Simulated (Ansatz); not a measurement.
Pulling on the C4–H7 bond in C2H6Be (SMILES [BeH][CH2]C) (multiplicity 1 held, fragments rigid). Energies count from the point at 1.093 Å.
Geometry at that point (charge 0, multiplicity 1):
```xyz
9

Be    -1.445    -0.339     0.770
H     -2.689    -0.196     1.224
C      0.126    -0.523     0.198
C      0.701     0.658    -0.611
H      0.170    -1.435    -0.413
H      0.785    -0.731     1.052
H      0.725     1.577    -0.021
H      0.103     0.866    -1.501
H      1.723     0.465    -0.948
```

Signs of static correlation in cc-pVTZ, with CASSCF(2,2), from Ansatz (a first-principles code) runs.

| R (Å) | T1 of restricted CCSD | largest double amplitude of restricted CCSD | CASSCF natural occupations |
|---|---|---|---|
| 0.874 | 0.008 | 0.021 | 1.99 0.01 |
| 0.983 | 0.008 | 0.021 | 1.99 0.01 |
| 1.093 | 0.008 | 0.022 | 1.98 0.02 |
| 1.202 | 0.009 | 0.022 | 1.97 0.03 |
| 1.311 | 0.009 | 0.020 | 1.96 0.04 |
| 1.475 | 0.011 | 0.029 | 1.94 0.06 |
| 1.639 | 0.013 | 0.049 | 1.91 0.09 |
| 1.912 | [?] | 0.065 | 1.84 0.16 |
| 2.185 | 0.030 | 0.235 | 1.73 0.27 |
| 2.513 | 0.047 | [?] | 1.56 0.44 |
| 2.950 | 0.071 | 0.567 | 1.34 0.66 |
| 3.496 | 0.094 | 0.768 | 1.16 0.84 |

**Question.** Fill in the missing entries.

**Answer.** 
- 1.912, T1 of restricted CCSD: 0.020
- 2.513, largest double amplitude of restricted CCSD: 0.383

Doubts at one or more of the structures used: a restricted determinant that unrestricted orbitals would lower (R-CCSD(T)/cc-pVTZ); other coupled-cluster roots lie near (R-CCSD(T)/cc-pVTZ); T1 above 0.05 (R-CCSD(T)/cc-pVTZ).
